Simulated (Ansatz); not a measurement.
Basis-set extrapolation for `CO[SiH](N)N` (PBE0-D4/def2-TZVP geometry, frozen core, Ansatz). Multiplicity 1, RHF reference.

|  | def2-TZVPP | def2-QZVPP |
| --- | --- | --- |
| HF | -515.445776 | -515.466936 |
| MP2 correlation | -0.964158 | -1.035614 |
| CCSD(T) correlation | -1.040475 | not run |

Energies in hartree. Use E(X) = E(∞) + A·exp(−7.88·√X) for Hartree–Fock and E(X) = E(∞) + B·X^(−2.97) for correlation, with X = 3 and 4, and add CCSD(T) minus MP2 of the smaller set to the MP2 limit.

Problem. What is the CCSD(T) energy at the basis-set limit?

Solution. HF limit: -515.466936 + (-0.021160) × 0.13774 = -515.46985. MP2 limit: -1.035614 + (-0.071456) × 0.74074 = -1.08854. Higher-order term: -1.040475 − (-0.964158) = -0.07632. Total: -516.63471 hartree, 93.2 kcal/mol below CCSD(T)/def2-TZVPP.
